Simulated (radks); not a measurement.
Question: These are the eigenvalues of the occupied orbitals of an atom or ion with whole-number occupations (eV). All-electron calculation, scalar-relativistic Kohn-Sham, LDA (Slater exchange, Perdew-Wang correlation), spin-polarised, spherical densities, finite nucleus; Fermi nuclear charge, rms radius of each element as measured or else 0.836 A^(1/3) + 0.57 fm. Program: a radial shooting solver on a logarithmic mesh with Libxc functionals.

1s up: -36029.96
1s down: -36029.35
2s up: -5879.101
2s down: -5877.300
2p up: -5304.921
2p down: -5303.397
3s up: -1427.224
3s down: -1425.715
3p up: -1242.379
3p down: -1240.792
3d up: -971.0915
3d down: -969.2228
4s up: -463.9650
4p up: -402.1325
4p down: -396.6214
4d up: -310.8985
4d down: -305.6357

Which element is it, and in what charge state? The configuration may be excited. Open shells, if any, are filled with parallel spins first.

Answer: Z = 55, caesium, charge +13: Cs13+ in [Ar] 3d10 4s1 4p6 4d7. The list shows which subshells hold electrons but not how many an open one holds; the 1s level, -1324.1 hartree, gives Z - s = 51.5 by -(Z - s)^2/2, which with screening and relativity narrows Z to a few neighbours, and the depths of the outer levels then fix element, charge and occupations together.
